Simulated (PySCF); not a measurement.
## LiGa⁺: frontier orbitals

UHF at R = 3.047 Å; PySCF, spin-free X2C with a Gaussian nucleus, basis sets Li jorge-DZP-DKH, Ga jorge-DZP-DKH. State: ²Σ⁺ (doublet), unpaired electrons σ ↑. Only the outer orbitals are listed, counted within each symmetry.

| spin | orbital | occ. | ε (eV) | on Li (%) | main shells (%) |
| --- | --- | --- | --- | --- | --- |
| α | 1δ | 1 | -36.79 | 0 | 100 Ga d |
| α | 1δ | 1 | -36.79 | 0 | 100 Ga d |
| α | 3π | 1 | -36.69 | 0 | 100 Ga d |
| α | 3π | 1 | -36.69 | 0 | 100 Ga d |
| α | 7σ | 1 | -36.65 | 0 | 100 Ga d |
| α | 8σ | 1 | -17.62 | 13 | 87 Ga s |
| α | 9σ | 1 | -11.27 | 38 | 59 Ga p, 26 Li s, 11 Li p |
| α | 4π | 0 | -3.99 | 39 | 61 Ga p, 36 Li p |
| α | 4π | 0 | -3.99 | 39 | 61 Ga p, 36 Li p |
| α | 10σ | 0 | -3.77 | 91 | 70 Li s, 21 Li p, 8 Ga p |
| β | 1δ | 1 | -36.80 | 0 | 100 Ga d |
| β | 1δ | 1 | -36.80 | 0 | 100 Ga d |
| β | 3π | 1 | -36.64 | 0 | 100 Ga d |
| β | 3π | 1 | -36.64 | 0 | 100 Ga d |
| β | 7σ | 1 | -36.58 | 0 | 100 Ga d |
| β | 8σ | 1 | -16.26 | 2 | 97 Ga s |
| β | 9σ | 0 | -4.12 | 83 | 80 Li s, 16 Ga p |
| β | 4π | 0 | -3.60 | 36 | 64 Ga p, 36 Li p |
| β | 4π | 0 | -3.60 | 36 | 64 Ga p, 36 Li p |

Which are the highest filled and the lowest empty level, where do they sit, and how wide is the gap?

Highest filled α 9σ at -11.27 eV (in %: 59 Ga p, 26 Li s, 11 Li p); lowest empty β 9σ at -4.12 eV (in %: 80 Li s, 16 Ga p); the gap at UHF is 7.15 eV.

The bond order (Mayer) is 0.55. The ⟨S²⟩ is 0.766. The charge on Li (Mulliken, basis-dependent) is 0.47, the charge on Li (Löwdin, basis-dependent) is 0.29 and the dipole moment (positive dipole points towards Ga; it is taken about the centre of mass and depends on that origin) is -8.57 D. The polarisability along the bond is 83.5 bohr³ and the polarisability across the bond is 41.1 bohr³.

Spin–orbit coupling is left out. The state is the lowest determinant that a PBE0 search found; another state may lie lower at other levels.
